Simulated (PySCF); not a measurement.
# `O1CC(=O)[C@H]1[C@@H](Cl)CF`, C5H6ClFO2

Molfile (atoms numbered from 1):
```
C5H6ClFO2
     RDKit          3D

 15 15  0  0  0  0  0  0  0  0999 V2000
   -1.9125   -1.9377   -0.6860 O   0  0  0  0  0  0  0  0  0  0  0  0
   -1.5556   -0.8659   -0.3172 C   0  0  0  0  0  0  0  0  0  0  0  0
   -2.0429    0.5591   -0.4087 C   0  0  0  0  0  0  0  0  0  0  0  0
   -0.9341    0.9919    0.3901 O   0  0  0  0  0  0  0  0  0  0  0  0
   -0.3825   -0.3242    0.4968 C   0  0  2  0  0  0  0  0  0  0  0  0
    0.9966   -0.4731   -0.1347 C   0  0  1  0  0  0  0  0  0  0  0  0
    0.8728   -0.1580   -1.8961 Cl  0  0  0  0  0  0  0  0  0  0  0  0
    1.9881    0.4990    0.4921 C   0  0  0  0  0  0  0  0  0  0  0  0
    3.2672    0.1711    0.1399 F   0  0  0  0  0  0  0  0  0  0  0  0
   -3.0071    0.7629    0.0636 H   0  0  0  0  0  0  0  0  0  0  0  0
   -2.0245    0.9864   -1.4148 H   0  0  0  0  0  0  0  0  0  0  0  0
   -0.3522   -0.6682    1.5383 H   0  0  0  0  0  0  0  0  0  0  0  0
    1.3491   -1.5020   -0.0267 H   0  0  0  0  0  0  0  0  0  0  0  0
    1.7994    1.5222    0.1564 H   0  0  0  0  0  0  0  0  0  0  0  0
    1.9337    0.4443    1.5850 H   0  0  0  0  0  0  0  0  0  0  0  0
  1  2  2  0
  2  3  1  0
  3  4  1  0
  4  5  1  0
  5  6  1  0
  6  7  1  0
  6  8  1  0
  8  9  1  0
  5  2  1  0
  3 10  1  0
  3 11  1  0
  5 12  1  1
  6 13  1  6
  8 14  1  0
  8 15  1  0
M  END
```

Theory: GIAO PBE0/pcSseg-1 magnetisability, rotational g tensor and spin-rotation constants, non-relativistic, gas phase (PySCF 2.14.0). Geometry: GFN2-xTB.

Q: Give the nuclear spin-rotation constants along the inertial axes (H = +C I·J) beside the isotropic shieldings.

A: Rotational constants 2.3698, 0.9320, 0.8328 GHz. A star marks the isotopologue with that one atom substituted, in its own axes.
| atom | isotope | Caa (kHz) | Cbb (kHz) | Ccc (kHz) | mean (kHz) | σ (ppm) |
| --- | --- | --- | --- | --- | --- | --- |
| Cl7 | 35Cl | 0.628 | 0.140 | 0.136 | 0.301 | 820.2 |
| F9 | 19F | 0.847 | 0.218 | 0.237 | 0.434 | 420.9 |
| H10 | 1H | 0.017 | -0.045 | -0.078 | -0.035 | 26.2 |
| H11 | 1H | -0.281 | -0.038 | 0.025 | -0.098 | 25.9 |
| H12 | 1H | -0.220 | -0.019 | -0.021 | -0.087 | 26.2 |
| H13 | 1H | -0.214 | -0.079 | 0.011 | -0.094 | 27.4 |
| H14 | 1H | -0.248 | -0.092 | 0.054 | -0.095 | 26.7 |
| H15 | 1H | -0.242 | 0.019 | -0.051 | -0.091 | 26.8 |
| O1 | 17O* | -1.419 | -0.465 | -0.545 | -0.809 | -319.3 |
| C2 | 13C* | 1.111 | 0.326 | 0.382 | 0.606 | -19.4 |
| C3 | 13C* | 0.553 | 0.244 | 0.232 | 0.343 | 90.8 |
| O4 | 17O* | -0.125 | -0.077 | -0.037 | -0.080 | 322.7 |
| C5 | 13C* | 0.686 | 0.270 | 0.201 | 0.386 | 81.0 |
| C6 | 13C* | 0.516 | 0.197 | 0.178 | 0.297 | 120.2 |
| C8 | 13C* | 0.517 | 0.238 | 0.226 | 0.327 | 97.0 |

For the geometry as given, no vibrational averaging.
